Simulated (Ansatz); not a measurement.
`COC[SiH2]C` at its PBE0-D4/def2-TZVP geometry, where that method's forces vanish. The species carries charge 0 and has multiplicity 1.

| atom | x (Å) | y (Å) | z (Å) |
| --- | --- | --- | --- |
| C1 | 0.3566 | -2.0751 | 0.4316 |
| O2 | 0.1980 | -0.9506 | 1.2503 |
| C3 | 0.9523 | 0.1632 | 0.8117 |
| Si4 | 0.2574 | 1.0361 | -0.7294 |
| C5 | -1.5658 | 1.3749 | -0.5048 |
| H6 | -0.2341 | -2.8815 | 0.8672 |
| H7 | 0.0076 | -1.8957 | -0.5947 |
| H8 | 1.4087 | -2.3904 | 0.3826 |
| H9 | 2.0075 | -0.1154 | 0.6612 |
| H10 | 0.9380 | 0.8844 | 1.6356 |
| H11 | 1.0288 | 2.3022 | -0.8908 |
| H12 | 0.4769 | 0.2251 | -1.9612 |
| H13 | -1.7351 | 2.0273 | 0.3551 |
| H14 | -1.9932 | 1.8547 | -1.3878 |
| H15 | -2.1036 | 0.4409 | -0.3267 |

Problem. For each bond, give half the difference of the two atoms' forces along it (eV/Å; positive pushes the atoms apart) under PBE-D4, r2SCAN-D4, B3LYP-D4, ωB97M-V in def2-TZVPP. (Estimate.)

Solution. The calculation gave: 
| bond | length (Å) | PBE-D4 | r2SCAN-D4 | B3LYP-D4 | ωB97M-V |
| --- | --- | --- | --- | --- | --- |
| C1–O2 | 1.400 | 0.30 | 0.25 | 0.26 | 0.23 |
| C1–H6 | 1.090 | 0.07 | -0.07 | -0.13 | -0.10 |
| C1–H7 | 1.099 | 0.08 | -0.06 | -0.09 | -0.10 |
| C1–H8 | 1.099 | 0.09 | -0.04 | -0.07 | -0.10 |
| O2–C3 | 1.415 | 0.29 | 0.30 | 0.28 | 0.24 |
| C3–Si4 | 1.903 | -0.04 | -0.05 | 0.03 | -0.04 |
| C3–H9 | 1.102 | 0.09 | -0.04 | -0.09 | -0.10 |
| C3–H10 | 1.095 | 0.09 | -0.05 | -0.14 | -0.09 |
| Si4–C5 | 1.868 | 0.00 | 0.00 | 0.11 | 0.06 |
| Si4–H11 | 1.491 | 0.05 | -0.03 | -0.11 | -0.12 |
| Si4–H12 | 1.491 | 0.05 | -0.04 | -0.11 | -0.12 |
| C5–H13 | 1.093 | 0.11 | -0.01 | -0.04 | -0.04 |
| C5–H14 | 1.092 | 0.10 | -0.01 | -0.04 | -0.04 |
| C5–H15 | 1.092 | 0.11 | -0.01 | -0.05 | -0.04 |

B3LYP here is the variant with VWN-RPA as its local correlation; programs differ in this.

Results of the Gaussian-basis code of Ansatz.
